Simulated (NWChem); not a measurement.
MgCl$_{2}$; SMILES [Cl][Mg][Cl]

```xyz
3

Mg     0.0000     0.0000     0.0421
Cl     2.1936     0.0000     0.0421
Cl    -2.1936     0.0000     0.0421
```
Atoms are numbered in this order, from 1.

Level: B3LYP/6-31G* (spherical d) (NWChem), optimised geometry, unscaled harmonic frequencies. 

Task: List the harmonic frequencies with IR intensities, and the thermochemistry.

Result: 
```
frequency (cm⁻¹)  IR intensity (km/mol)
----------------  ---------------------
114                                56.8
317                                 0.0
613                               150.6
```

| Property | Value |
|---|---|
| zero-point energy | 1.7 kcal/mol |
| thermal correction to the enthalpy at 298.15 K (with zero-point energy) | 5.3 kcal/mol |
| heat capacity Cv | 12.5 cal/(mol K) |
| entropy at 298.15 K and 1 atm (symmetry number 2) | 52.5 cal/(mol K) |
| dipole moment | 0.00 D |

Rigid rotor and harmonic oscillator.
